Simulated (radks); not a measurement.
Lu LXVI, 6 electrons, occupied as [He] 2s2 2p2.

All-electron calculation, Dirac Kohn-Sham, relativistic LDA (MacDonald-Vosko exchange, VWN5 correlation), spin-unpolarised, spherical densities, finite nucleus; open shells fill j = l - 1/2 first; Fermi nuclear charge, rms radius 5.37 fm. Program: a radial shooting solver on a logarithmic mesh with Libxc functionals.

Energy parts (eV):
total: -215299.56
kinetic: 252653.20
electron-nucleus: -475654.57
Hartree: 9332.04
exchange-correlation: -1630.25

Orbitals (lengths in bohr, moments of r in powers of bohr):
orbital  occ.  eigenvalue (eV)       <r^4>  small-component weight
1s1/2       2        -69745.02   7.086e-07                7.08e-02
2s1/2       2        -16825.98  0.00009196                1.71e-02
2p1/2       2        -16568.32  0.00005357                1.70e-02
2p3/2       0        -15355.88  0.00007365                1.57e-02
3s1/2       0        -7154.700    0.002223                7.21e-03
3p1/2       0        -7070.855    0.001786                7.16e-03
3p3/2       0        -6721.645    0.002196                6.78e-03

The highest occupied level is 2p1/2 at -16568.3 eV. Summed over all electrons, <r^2> = 0.02606 bohr^2, which gives a Langevin (diamagnetic) susceptibility term of -0.0206 x 10^-6 cm^3/mol. For comparison, the ionisation energy in NIST's Atomic Spectra Database is 16730 eV (theoretical). In exact Kohn-Sham theory the highest level is minus the ionisation energy, but local and semilocal functionals leave it too shallow, through self-interaction and a potential that decays too fast; potentials with the right tail come closer. The density falls to 0.001 e/bohr^3 at r = 0.31 bohr.

Beside tabulated values, note that spin-unpolarised runs miss the spin-polarisation part of the exchange energy of open shells.
